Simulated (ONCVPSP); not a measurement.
## LDA (Perdew-Wang 92) ONCV dataset for Sc (Z = 21), fully relativistic all-electron reference.

Input for ONCVPSP 4.0.1:

```
# ATOM AND REFERENCE CONFIGURATION
# atsym  z   nc   nv     iexc    psfile
  Sc 21.00    5    2  -001012      upf
#
#   n    l    f
    1    0    2.00
    2    0    2.00
    2    1    6.00
    3    0    2.00
    3    1    6.00
    3    2    1.00
    4    0    2.00
#
# PSEUDOPOTENTIAL AND OPTIMIZATION
# lmax
    2
#
#   l,   rc,      ep,       ncon, nbas, qcut
    0    3.40    0.00    4    7    2.00
    1    2.70    0.03    5   10    3.30
    2    2.05    0.00    4    8    7.70
#
# LOCAL POTENTIAL
# lloc, lpopt,  rc(5),   dvloc0
    4    2    1.80    0.00
#
# VANDERBILT-KLEINMAN-BYLANDER PROJECTORs
# l, nproj, debl
    0    2    2.50
    1    2    1.70
    2    3    1.40
#
# MODEL CORE CHARGE
# icmod, fcfact, rcfact
    3    1.75    1.00
#
# LOG DERIVATIVE ANALYSIS
# epsh1, epsh2, depsh
   -2.00    5.00    0.02
#
# OUTPUT GRID
# rlmax, drl
    6.00    0.01
#
# TEST CONFIGURATIONS
# ncnf
    4
# nvcnf
#   n    l    f
    2
    3    2    1.00
    4    0    1.00
#
    2
    3    2    1.00
    4    0    0.00
#
    2
    3    2    1.00
    4    0    1.50
#
    2
    3    2    1.50
    4    0    1.50
#
```

Command:

```bash
oncvpspr.x < Sc.dat > Sc.out
```

Output (shortened: citation, most of the input echo, consistency checks and plot data are left out):

```
ONCVPSP  (Optimized Norm-Conservinng Vanderbilt PSeudopotential)
relativistic version 4.0.1

#   n    l    f        energy (Ha)
    1    0    2.00    -1.6112617D+02
    2    0    2.00    -1.7377229D+01
    2    1    6.00    -1.4199506D+01    -1.4369616D+01
    3    0    2.00    -2.0104047D+00
    3    1    6.00    -1.2270704D+00    -1.2460435D+00
    3    2    1.00    -1.2549508D-01    -1.2662325D-01
    4    0    2.00    -1.5773490D-01

Reference configufation results
  iterations    27
  all-electron total energy (Ha)   -7.62326124D+02

Begin loop to  construct optimized pseudo wave functions
and semi-local pseudopoentials for all angular momenta

   Wellstate for l =  0  n =  7 kap= -1
     eigenvalue =   2.3423
     asymptotic potential =   2.8423
     half-point radius =  5.5641

Calculating optimized projector #   1

 for l=   0

    Fraction of norm inside rc  0.474967
    Optimizing pswf for qcut=   2.00 a_B^-1,  ecut=   2.00 Ha
    Residual kinetic energy error=  9.91D-04 Ha

    Energy error per electron        Cutoff
         Ha          eV             Ha
         0.01000     0.27211        0.98
         0.00100     0.02721        1.99
         0.00010     0.00272        8.20
         0.00001     0.00027       10.63

Calculating optimized projector #   2

 for l=   0

    Fraction of norm inside rc  0.235595
    Optimizing pswf for qcut=   2.00 a_B^-1,  ecut=   2.00 Ha
    Residual kinetic energy error=  2.63D-01 Ha

    Energy error per electron        Cutoff
         Ha          eV             Ha
         0.01000     0.27211       11.07
         0.00100     0.02721       14.45
         0.00010     0.00272       17.28
         0.00001     0.00027       23.27

WARNING wellstate: moderately localized bound state found for n= 4 l=  1
WARNING scattering state with energy  0.05000000
WARNING will be used for the first projector

   Wellstate for l =  1  n =  4 kap= -2
     eigenvalue =   0.0500
     asymptotic potential =   0.5500
     half-point radius =  5.0822

   Wellstate for l =  1  n =  6 kap= -2
     eigenvalue =   1.7500
     asymptotic potential =   2.2500
     half-point radius =  5.0753

Calculating optimized projector #   1

 for l=   1

    Fraction of norm inside rc  0.236884
    Optimizing pswf for qcut=   3.30 a_B^-1,  ecut=   5.43 Ha
    Residual kinetic energy error=  1.24D-03 Ha

    Energy error per electron        Cutoff
         Ha          eV             Ha
         0.01000     0.27211        0.95
         0.00100     0.02721        6.06
         0.00010     0.00272       41.29
         0.00001     0.00027       47.42

Calculating optimized projector #   2

 for l=   1

    Fraction of norm inside rc  0.178025
    Optimizing pswf for qcut=   3.30 a_B^-1,  ecut=   5.43 Ha
    Residual kinetic energy error=  7.55D-02 Ha

    Energy error per electron        Cutoff
         Ha          eV             Ha
         0.01000     0.27211        9.60
         0.00100     0.02721       49.89
         0.00010     0.00272       58.10
         0.00001     0.00027       64.12

   Wellstate for l =  1  n =  4 kap=  1
     eigenvalue =   0.0300

   Wellstate for l =  1  n =  6 kap=  1
     eigenvalue =   1.7477

Calculating optimized projector #   1

 for l=   1

    Fraction of norm inside rc  0.240286
    Optimizing pswf for qcut=   3.30 a_B^-1,  ecut=   5.43 Ha
    Residual kinetic energy error=  1.12D-03 Ha

    Energy error per electron        Cutoff
         Ha          eV             Ha
         0.01000     0.27211        0.93
         0.00100     0.02721        5.80
         0.00010     0.00272       40.99
         0.00001     0.00027       47.25

Calculating optimized projector #   2

 for l=   1

    Fraction of norm inside rc  0.178071
    Optimizing pswf for qcut=   3.30 a_B^-1,  ecut=   5.43 Ha
    Residual kinetic energy error=  7.77D-02 Ha

    Energy error per electron        Cutoff
         Ha          eV             Ha
         0.01000     0.27211        9.61
         0.00100     0.02721       49.75
         0.00010     0.00272       58.08
         0.00001     0.00027       64.10

   Wellstate for l =  2  n =  5 kap= -3
     eigenvalue =   1.2745
     asymptotic potential =   1.7745
     half-point radius =  4.7422

   Wellstate for l =  2  n =  6 kap= -3
     eigenvalue =   2.6745
     asymptotic potential =   3.1745
     half-point radius =  4.3783

Calculating optimized projector #   1

 for l=   2

    Fraction of norm inside rc  0.669431
    Optimizing pswf for qcut=   7.70 a_B^-1,  ecut=  29.67 Ha
    Residual kinetic energy error=  1.09D-06 Ha

    Energy error per electron        Cutoff
         Ha          eV             Ha
         0.01000     0.27211       17.54
         0.00100     0.02721       21.59
         0.00010     0.00272       24.89
         0.00001     0.00027       27.24

Calculating optimized projector #   2

 for l=   2

    Fraction of norm inside rc  0.138697
    Optimizing pswf for qcut=   7.70 a_B^-1,  ecut=  29.67 Ha
    Residual kinetic energy error=  1.37D-05 Ha

    Energy error per electron        Cutoff
         Ha          eV             Ha
         0.01000     0.27211       19.01
         0.00100     0.02721       23.52
         0.00010     0.00272       26.92
         0.00001     0.00027       31.67

Calculating optimized projector #   3

 for l=   2

    Fraction of norm inside rc  0.164225
    Optimizing pswf for qcut=   7.70 a_B^-1,  ecut=  29.67 Ha
    Residual kinetic energy error=  1.08D-04 Ha

    Energy error per electron        Cutoff
         Ha          eV             Ha
         0.01000     0.27211       21.66
         0.00100     0.02721       26.18
         0.00010     0.00272       30.32
         0.00001     0.00027       49.75

   Wellstate for l =  2  n =  5 kap=  2
     eigenvalue =   1.2734

   Wellstate for l =  2  n =  6 kap=  2
     eigenvalue =   2.6740

Calculating optimized projector #   1

 for l=   2

    Fraction of norm inside rc  0.671600
    Optimizing pswf for qcut=   7.70 a_B^-1,  ecut=  29.67 Ha
    Residual kinetic energy error=  1.10D-06 Ha

    Energy error per electron        Cutoff
         Ha          eV             Ha
         0.01000     0.27211       17.57
         0.00100     0.02721       21.60
         0.00010     0.00272       24.90
         0.00001     0.00027       27.25

Calculating optimized projector #   2

 for l=   2

    Fraction of norm inside rc  0.138830
    Optimizing pswf for qcut=   7.70 a_B^-1,  ecut=  29.67 Ha
    Residual kinetic energy error=  1.38D-05 Ha

    Energy error per electron        Cutoff
         Ha          eV             Ha
         0.01000     0.27211       19.03
         0.00100     0.02721       23.54
         0.00010     0.00272       26.93
         0.00001     0.00027       31.69

Calculating optimized projector #   3

 for l=   2

    Fraction of norm inside rc  0.164391
    Optimizing pswf for qcut=   7.70 a_B^-1,  ecut=  29.67 Ha
    Residual kinetic energy error=  1.09D-04 Ha

    Energy error per electron        Cutoff
         Ha          eV             Ha
         0.01000     0.27211       21.67
         0.00100     0.02721       26.19
         0.00010     0.00272       30.34
         0.00001     0.00027       49.99

Construct Vanderbilt / Kleinmman-Bylander projectors

B matrix Hermiticity error, ll=  0  kap= -1
   1   2    3.4936D-05

  Orthonormal projector coefficients  3.8254E+00  7.4226E-01

B matrix Hermiticity error, ll=  1  kap= -2
   1   2   -5.6478D-05

  Orthonormal projector coefficients -3.7937E+00  1.0448E+00

B matrix Hermiticity error, ll=  1  kap=  1
   1   2   -5.6592D-05

  Orthonormal projector coefficients -3.7884E+00  1.0311E+00

B matrix Hermiticity error, ll=  2  kap= -3
   1   2   -6.2394D-05
   1   3    7.5618D-05
   2   3    5.5464D-05

  Orthonormal projector coefficients -7.4686E+00 -3.3487E+00 -6.8187E-01

B matrix Hermiticity error, ll=  2  kap=  2
   1   2   -6.2584D-05
   1   3    7.5931D-05
   2   3    5.5547D-05

  Orthonormal projector coefficients -7.4778E+00 -3.3545E+00 -6.8361E-01

 Orthonormal scalar projector coefficients, l =  1
 -3.7916E+00  1.0401E+00 -2.6306E-04  5.3095E-05

 Orthonormal spin-orbit projector coefficients, l =  1
 -5.1360E-02  5.1122E-02  1.2511E-02 -6.7072E-03

 Orthonormal scalar projector coefficients, l =  2
 -7.4722E+00 -3.3510E+00 -6.8257E-01 -1.4000E-08 -7.1876E-09 -2.5484E-10

 Orthonormal spin-orbit projector coefficients, l =  2
  3.9495E-03  2.1644E-03  6.3487E-04 -1.2620E-05 -7.0871E-06 -2.6754E-07

Model core correction analysis
  based on d2Exc/dn_idn_j

d2excae - all-electron derivatives

   -2.000773D-02   -1.083735D-02
   -1.083385D-02   -2.571492D-02

d2excps - pseudofunction derivatives with no core correction

   -8.968857D-02   -1.898867D-02
   -1.900281D-02   -2.985494D-02

rms 2nd derivative error    3.537561E-02

rmatch, rhocmatch    2.1953    0.1431

Teter function model core charge with specified parameters

d2excps - pseudofunction derivatives with core correction

   -7.926929D-02   -1.805938D-02
   -1.806642D-02   -2.960943D-02

rms 2nd derivative error    3.013124E-02

Pseudoatom total energy   -1.625987

Diagnostic tests using Vanderbilt-Kleinman-Bylander pseudopotentials
  relativistic with J = L +/- 1/2 projectors

   l  kap   rcore       rmatch      e in        delta e    norm test   slope test

   0  -1   3.4177669   3.5215377  -0.1577349  -0.0000002   1.0000031   1.0000073
   0  -1   3.4177669   3.5215377   2.3422651   0.0000040   1.0020414   1.0020414

   1  -2   2.7065820   2.7887597   0.0500000   0.0000013   1.0002172   1.0002172
   1   1   2.7065820   2.7887597   0.0476750   0.0000017   1.0002233   1.0002233
run_diag_r: lschvkbbe ERROR   2   1  -2  60  1.75000001E+00  1.52500001E+00
   1  -2   2.7065820   2.7887597   1.7500000  -0.2250000   2.4106744   0.7866500
run_diag_r: lschvkbbe ERROR   2   1   1  60  1.74678466E+00  1.52210620E+00
   1   1   2.7065820   2.7887597   1.7467847  -0.2246785   2.2380820   0.7889392

   2  -3   2.0554839   2.1178928  -0.1254951  -0.0000016   1.0000452   1.0000570
   2   2   2.0554839   2.1178928  -0.1266232   0.0000013   1.0000496   1.0000329
   2  -3   2.0554839   2.1178928   1.2745049   0.0000142   1.0001163   1.0001163
   2   2   2.0554839   2.1178928   1.2739556   0.0000157   1.0001160   1.0001160
   2  -3   2.0554839   2.1178928   2.6745049   0.0000241   1.0001755   1.0001755
   2   2   2.0554839   2.1178928   2.6738985   0.0000249   1.0001760   1.0001760

Diagnostic tests using Vanderbilt-Kleinman-Bylander pseudopotentials
  relativistic with scalar and spin-orbit non-local projectors

   l  kap   rcore       rmatch      e in        delta e    norm test   slope test

   0  -1   3.4177669   3.5215377  -0.1577349  -0.0000002   1.0000031   1.0000073
   0  -1   3.4177669   3.5215377   2.3422651   0.0000040   1.0020414   1.0020414

   1  -2   2.7065820   2.7887597   0.0500000   0.0000008   1.0002200   1.0002200
   1   1   2.7065820   2.7887597   0.0476750   0.0000012   1.0002262   1.0002262
run_diag_r: lschvkbbe ERROR   2   1  -2  60  1.75000001E+00  1.52500001E+00
   1  -2   2.7065820   2.7887597   1.7500000  -0.2250000   2.4109431   0.7866104
run_diag_r: lschvkbbe ERROR   2   1   1  60  1.74678466E+00  1.52210620E+00
   1   1   2.7065820   2.7887597   1.7467847  -0.2246785   2.2383057   0.7888993

   2  -3   2.0554839   2.1178928  -0.1254951  -0.0000015   1.0000452   1.0000571
   2   2   2.0554839   2.1178928  -0.1266232   0.0000013   1.0000496   1.0000328
   2  -3   2.0554839   2.1178928   1.2745049   0.0000142   1.0001163   1.0001163
   2   2   2.0554839   2.1178928   1.2739556   0.0000157   1.0001160   1.0001160
   2  -3   2.0554839   2.1178928   2.6745049   0.0000241   1.0001755   1.0001755
   2   2   2.0554839   2.1178928   2.6738985   0.0000248   1.0001760   1.0001760

Ghost test for J = L + 1/2

 Testing for bound ghosts
   n   l    E NL Schr. Eq   E Basis Diag.   E Cutoff

   1   0       -0.157735       -0.157243     16.02

       1                       -0.300027     67.87  WARNING - GHOST(-)
   2   1       -0.055272       -0.036224     67.87

   3   2       -0.125497       -0.122112    104.85

 Testing for highly-localized positive-energy ghosts
       l    <radius>/rc     E Basis Diag.   E Cutoff

       0        0.217005        2.353088     16.02  WARNING - GHOST(+)

Ghost test for J = L - 1/2

 Testing for bound ghosts
   n   l    E NL Schr. Eq   E Basis Diag.   E Cutoff

   1   0       -0.157735       -0.157243     16.02

       1                       -0.282334     67.87  WARNING - GHOST(-)
   2   1       -0.056144       -0.037516     67.87

   3   2       -0.126622       -0.123294    104.85

 Testing for highly-localized positive-energy ghosts
       l    <radius>/rc     E Basis Diag.   E Cutoff

       0        0.217005        2.353088     16.02  WARNING - GHOST(+)

Test configuration 0

   n   l kap    f        eae           eps        diff
   1   0  -1  2.0000 -161.12616854
   2   0  -1  2.0000  -17.37722919
   2   1  -2  4.0000  -14.19950632
   2   1   1  2.0000  -14.36961619
   3   0  -1  2.0000   -2.01040474
   3   1  -2  4.0000   -1.22707036
   3   1   1  2.0000   -1.24604347
   3   2  -3  0.6000   -0.12549508   -0.12549665   -1.56E-06
   3   2   2  0.4000   -0.12662325   -0.12662191    1.34E-06
   4   0  -1  2.0000   -0.15773490   -0.15773513   -2.28E-07

    Total energies and differences
      AE_ref= -7.62326124E+02  AE_tst= -7.62326124E+02  dif=  0.00E+00
      PS_ref= -1.62598727E+00  PS_tst= -1.62598727E+00  dif=  1.33E-15
      PSP excitation error= -1.33E-15

Test configuration 1

   n   l kap    f        eae           eps        diff
   1   0  -1  2.0000 -161.39078420
   2   0  -1  2.0000  -17.63779312
   2   1  -2  4.0000  -14.46041294
   2   1   1  2.0000  -14.63054742
   3   0  -1  2.0000   -2.27062998
   3   1  -2  4.0000   -1.48693728
   3   1   1  2.0000   -1.50593320
   3   2  -3  0.6000   -0.37546027   -0.37506914    3.91E-04
   3   2   2  0.4000   -0.37668654   -0.37630261    3.84E-04
   4   0  -1  1.0000   -0.36575233   -0.36431284    1.44E-03

    Total energies and differences
      AE_ref= -7.62326124E+02  AE_tst= -7.62066637E+02  dif=  2.59E-01
      PS_ref= -1.62598727E+00  PS_tst= -1.36703372E+00  dif=  2.59E-01
      PSP excitation error=  5.34E-04

Test configuration 2

   n   l kap    f        eae           eps        diff
   1   0  -1  2.0000 -161.70681723
   2   0  -1  2.0000  -17.94801943
   2   1  -2  4.0000  -14.77111149
   2   1   1  2.0000  -14.94128223
   3   0  -1  2.0000   -2.57815400
   3   1  -2  4.0000   -1.79310690
   3   1   1  2.0000   -1.81219701
   3   2  -3  0.6000   -0.66570540   -0.66146333    4.24E-03
   3   2   2  0.4000   -0.66705756   -0.66284890    4.21E-03
   4   0  -1  0.0000   -0.58202250   -0.58202250    0.00E+00

    Total energies and differences
      AE_ref= -7.62326124E+02  AE_tst= -7.61590545E+02  dif=  7.36E-01
      PS_ref= -1.62598727E+00  PS_tst= -8.95316455E-01  dif=  7.31E-01
      PSP excitation error=  4.91E-03

Test configuration 3

   n   l kap    f        eae           eps        diff
   1   0  -1  2.0000 -161.25111661
   2   0  -1  2.0000  -17.50033754
   2   1  -2  4.0000  -14.32277176
   2   1   1  2.0000  -14.49289261
   3   0  -1  2.0000   -2.13367307
   3   1  -2  4.0000   -1.35026772
   3   1   1  2.0000   -1.36924425
   3   2  -3  0.6000   -0.24440167   -0.24437270    2.90E-05
   3   2   2  0.4000   -0.24557664   -0.24554904    2.76E-05
   4   0  -1  1.5000   -0.25835600   -0.25791281    4.43E-04

    Total energies and differences
      AE_ref= -7.62326124E+02  AE_tst= -7.62222437E+02  dif=  1.04E-01
      PS_ref= -1.62598727E+00  PS_tst= -1.52239384E+00  dif=  1.04E-01
      PSP excitation error=  9.45E-05

Test configuration 4

   n   l kap    f        eae           eps        diff
   1   0  -1  2.0000 -161.06425240
   2   0  -1  2.0000  -17.30342296
   2   1  -2  4.0000  -14.12682516
   2   1   1  2.0000  -14.29700413
   3   0  -1  2.0000   -1.94663261
   3   1  -2  4.0000   -1.16657016
   3   1   1  2.0000   -1.18528883
   3   2  -3  0.9000   -0.08236985   -0.08318015   -8.10E-04
   3   2   2  0.6000   -0.08335301   -0.08417328   -8.20E-04
   4   0  -1  1.5000   -0.14398608   -0.14354915    4.37E-04

    Total energies and differences
      AE_ref= -7.62326124E+02  AE_tst= -7.62302381E+02  dif=  2.37E-02
      PS_ref= -1.62598727E+00  PS_tst= -1.60268763E+00  dif=  2.33E-02
      PSP excitation error=  4.43E-04
```

Note: ghosts flagged at negative energy: p3/2 at -8.2 eV, p1/2 at -7.7 eV; GHOST(+) flagged for s at 64.0 eV. A true bound ghost makes a file unfit for plane-wave use.

The run took about 6.2 s on one core of a shared server CPU.
